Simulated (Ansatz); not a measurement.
**1,2-elimination**

Start structure (GeH₃SBr, closed shell), relaxed at PBE0-D4/def2-TZVP:

Ge1  (-0.433, 0.268, 0.157)
Br2  (-1.608, -1.025, -1.357)
S3  (1.709, 0.361, -0.366)
H4  (1.944, -0.916, -0.022)
H5  (-0.968, 1.698, 0.062)
H6  (-0.644, -0.387, 1.526)
(Å)

The step: GeH₃SBr ([SH][GeH2][Br]) → GeH₂S ([S][GeH2]) + HBr; bonds formed: Br2–H4; bonds broken: Ge1–Br2, S3–H4. Program: Ansatz 0.2.0. Basis: def2-TZVPP and def2-QZVPP. Cores are frozen in the correlated methods. Filled d shells of the heavier atoms are correlated. The def2 sets are not built for correlating such inner shells, so the correlated values are less sure here. Extrapolation: Hartree–Fock as exp(−7.88 √X), correlation as X^−2.97. Energies below are by CCSD(T) at an estimated basis limit (MP2 extrapolated from triple and quadruple zeta, plus CCSD(T) − MP2 in triple zeta).

(1) What are the electronic barrier and the energy of the step, from the start structure to the end structure? (Judge from chemistry; the value comes from the calculation.)

The T1 diagnostic stays at or below 0.014.

Results:

(1) Computed: Barrier 46.35 kcal/mol; step energy 42.93 kcal/mol (uphill); reverse barrier, their difference, 3.42 kcal/mol. Barrier and step energy count from the start structure, the reverse barrier from the end structure.

The saddle point: One imaginary mode of 172i cm⁻¹.
```json
{"pair": "Br2–H4", "start (Å)": "3.80", "saddle (Å)": "1.50", "end (Å)": "1.43"}
{"pair": "Ge1–Br2", "start (Å)": "2.31", "saddle (Å)": "2.85", "end (Å)": "3.13"}
{"pair": "S3–H4", "start (Å)": "1.34", "saddle (Å)": "2.14", "end (Å)": "3.12"}
```

Zero-point energy (harmonic, PBE0-D4): ZPE is 16.53 kcal/mol at the start and 14.09 kcal/mol at the saddle, so the barrier goes from 46.35 to 43.91 kcal/mol.

First-order rate constant out of the start structure at 898 K by transition-state theory, with harmonic vibrational free energies alone and no tunnelling: ΔA‡ = 45.37 kcal/mol, so k = (kB T/h) exp(−ΔA‡/kB T) ≈ 10^2 s⁻¹ (an order of magnitude at best: rotation, the number of equivalent paths and anharmonicity are left out).

Labels in which every atom is bracketed show which atoms are joined, not bond orders.

For scale, one of the runs: CCSD(T)/def2-TZVPP, 180 basis functions, launched by `ansatz run in.yaml --threads 4 --pin off --events-out ev --progress --plain --max-ram 9574MiB`. Hardware: 4 CPU threads of an Arm Neoverse V1, shared host. Wall time 65 s; peak host memory 1.7 GiB.
